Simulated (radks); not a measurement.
All-electron atom: Ce21+ in [Kr] 4d1 (the NIST ground configuration).

Method: scalar-relativistic Kohn-Sham, PBEsol, spin-polarised, spherical densities, finite nucleus; open shells are filled with parallel spins first (spin-orbit coupling, left out, can overturn this in heavy ions); Fermi nuclear charge, rms radius 4.8771 fm; computed with a radial shooting solver on a logarithmic mesh with Libxc functionals.

Energy parts (hartree):
| part | energy |
|---|---|
| total | -8671.7281 |
| kinetic | 9201.5380 |
| electron-nucleus | -20214.3017 |
| Hartree | 2526.0203 |
| exchange-correlation | -184.9848 |

Orbitals (lengths in bohr, moments of r in powers of bohr):
| orbital | occ. | eigenvalue (hartree) | <r^2> | <r^4> |
|---|---|---|---|---|
| 1s up | 1 | -1500.560 | 0.0008214 | 1.778e-06 |
| 1s down | 1 | -1500.559 | 0.0008214 | 1.778e-06 |
| 2s up | 1 | -258.2630 | 0.01305 | 0.0002922 |
| 2s down | 1 | -258.2383 | 0.01305 | 0.0002922 |
| 2p up | 3 | -233.6223 | 0.01040 | 0.0002136 |
| 2p down | 3 | -233.6028 | 0.01040 | 0.0002136 |
| 3s up | 1 | -71.45677 | 0.08750 | 0.01153 |
| 3s down | 1 | -71.44265 | 0.08746 | 0.01152 |
| 3p up | 3 | -63.61587 | 0.08713 | 0.01192 |
| 3p down | 3 | -63.60027 | 0.08708 | 0.01190 |
| 3d up | 5 | -52.60171 | 0.07360 | 0.009621 |
| 3d down | 5 | -52.57964 | 0.07357 | 0.009606 |
| 4s up | 1 | -28.66244 | 0.3948 | 0.2181 |
| 4s down | 1 | -28.58306 | 0.3948 | 0.2183 |
| 4p up | 3 | -25.88026 | 0.4240 | 0.2553 |
| 4p down | 3 | -25.80127 | 0.4242 | 0.2556 |
| 4d up | 1 | -21.89664 | 0.4542 | 0.3041 |
| 4d down | 0 | -21.81876 | 0.4546 | 0.3050 |
| 5s up | 0 | -15.19413 | 1.271 | 2.166 |
| 5s down | 0 | -15.15535 | 1.274 | 2.175 |
| 5p up | 0 | -14.01129 | 1.386 | 2.592 |
| 5p down | 0 | -13.97491 | 1.389 | 2.604 |

The highest occupied level is 4d up at -595.84 eV. The density falls to 0.001 e/bohr^3 at r = 1.51 bohr. Spin moment in Bohr magnetons: 1.
